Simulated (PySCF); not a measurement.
A calculated (HSE06, PySCF 2.14, x2c-TZVPPall, scalar relativity by spin-free X2C-1e) atom or ion has these occupied shells.

```tsv
shell	electrons	orbital energy (eV)	rms radius, mean of both spins (bohr)
1s α	1	-59254.3	0.0227
1s β	1	-59254.3	0.0227
2s α	1	-10028.4	0.0918
2s β	1	-10028.4	0.0918
2p α	3	-8874.5	0.0829
2p β	3	-8874.5	0.0829
3s α	1	-2267.4	0.236
3s β	1	-2266.9	0.236
3p α	3	-1914.7	0.236
3p β	3	-1914.1	0.236
3d α	5	-1468.3	0.216
3d β	5	-1467.8	0.216
4s α	1	-452.74	0.529
4s β	1	-451.53	0.529
4p α	3	-335.75	0.563
4p β	3	-334.52	0.563
4d α	5	-177.13	0.617
4d β	5	-175.76	0.617
5s α	1	-54.946	1.32
5s β	1	-54.211	1.32
5p α	3	-27.644	1.59
5p β	3	-26.917	1.59
4f α	7	-4.584	0.918
6s α	1	-4.164	4.34
4f β	6	-3.616	0.918
5d α	1	-1.364	4.45
```

Problem. Name the element and its charge.

Solution. Tm (thulium, neutral), in [Xe] 4f13 5d1 6s1, one real determinant (an excited configuration).
